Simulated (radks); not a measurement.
Neutral lanthanum, 57 electrons, occupied as [Xe] 5d1 6s2. All-electron calculation, scalar-relativistic Kohn-Sham, PBE, spin-polarised, spherical densities, point nucleus; open shells are filled with parallel spins first (spin-orbit coupling, left out, can overturn this in heavy ions). Program: a radial shooting solver on a logarithmic mesh with Libxc functionals.

Normalised radial functions P(r) = r R(r), r in bohr:

r           5s up  5p down
0.003027   0.0797   0.0044
0.004135   0.0985   0.0076
0.005604   0.1176   0.0128
0.007656   0.1353   0.0216
0.01038    0.1457   0.0353
0.01418    0.1413   0.0570
0.01921    0.1124   0.0875
0.02625    0.0483   0.1283
0.03557   -0.0482   0.1715
0.0486    -0.1610   0.2026
0.06586   -0.2326   0.1903
0.08998   -0.1916   0.0999
0.1219    -0.0026  -0.0684
0.1666     0.2545  -0.2499
0.2258     0.3381  -0.2855
0.3084     0.0660  -0.0601
0.418     -0.3734   0.2994
0.5711    -0.4833   0.4458
0.774      0.0034   0.1224
1.057      0.6921  -0.4730
1.433      0.9524  -0.8451
1.958      0.6929  -0.7721
2.653      0.3018  -0.4429
3.625      0.0738  -0.1597
4.912      0.0099  -0.0363
6.711      0.0005  -0.0041
9.096      0.0000  -0.0002
12.43      0.0000  0.0000

5s up: eigenvalue -39.035 eV, 4 radial nodes at r = 0.0309, 0.122, 0.323, 0.773 bohr, <r> = 1.56 bohr, 90 % of the charge inside 2.24 bohr. 5p down: eigenvalue -22.160 eV, 3 radial nodes at r = 0.109, 0.325, 0.828 bohr, <r> = 1.80 bohr, 90 % of the charge inside 2.63 bohr.
